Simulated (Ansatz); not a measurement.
Coupled-cluster diagnostics for the cluster Al₃O₃⁺, Ansatz.

Geometry of the singlet (r2SCAN-D4/def2-SVP):

```csv
atom,x (Å),y (Å),z (Å)
Al1,1.727,0.086,0.112
Al2,-0.887,-1.043,1.064
Al3,-0.841,0.956,-1.176
O4,0.828,-0.942,1.158
O5,-1.701,-0.085,-0.111
O6,0.873,1.027,-1.048
```

Correlated methods freeze 18 core orbitals. The structure comes from a short search, and lower isomers may exist.

(1) Estimate the CCSD(T) correlation energy, the shares of MP2 and (T), T1 and the reference's ⟨S²⟩ for: charge 1, singlet, own geometry in def2-TZVPP; and the rough time on 4 threads of Arm Neoverse V1 on a shared host.

Results:

(1) 
```csv
state,basis,correlation (eV),MP2 share (%),(T) share (%),T1,⟨S²⟩ (pure),wall time,remarks
"charge 1, singlet, own geometry",def2-TZVPP,-26.239,97.1,5.5,0.021,0.00 (0.00),67 s,"flagged by the program, large T1, restricted SCF unstable"
```
Customary marks for T1 are 0.02 (closed shells), 0.045 (open shells) and about 0.05 (3d metals). T1 exceeds 0.02 in 1 of 1 rows and 0.045 in 0; the higher it lies, the less the single-reference result can be trusted.
